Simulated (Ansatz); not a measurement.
input.yaml

```yaml
crystal:
  periodic: [false, false, false]
  atoms:
    - { symbol: Al, position_ang: [0.0, 0.0, 0.0] }
    - { symbol: Cl, position_ang: [0.0, 0.0, 2.58] }
    - { symbol: Cl, position_ang: [1.9312, 0.0, -1.115] }
    - { symbol: H, position_ang: [-1.351, 0.0, -0.78] }
    - { symbol: O, position_ang: [0.4375, -1.9248, 0.6559] }
    - { symbol: H, position_ang: [-0.1954, -2.5811, 0.2213] }
    - { symbol: H, position_ang: [0.3128, -1.3761, 1.8287] }
basis:
  gaussian: { orbitals: "6-31G*" }
hamiltonian:
  xc: pbe
  dispersion: d4
relax:
  f_tol: 0.15
  max_steps: 25
  restrain:
    - { distance: [0, 4], at: 1.78, k: 30.0 }
    - { distance: [6, 1], at: 1.37, k: 30.0 }
    - { distance: [0, 1], at: 3.43, k: 30.0 }
    - { distance: [6, 4], at: 2.21, k: 30.0 }
```

Run as:

```bash
$ ansatz run input.yaml --threads 1 --pin off --max-ram 2048MiB --backend cpu --events-out ev --progress --plain --runs-dir out
```

Hardware: 1 thread of Arm Neoverse V1, on a shared host.

Task: Roughly how long does this run take, and how much memory?

Result: 30 s, with a peak of 0.12 GiB, for 10 ionic steps.
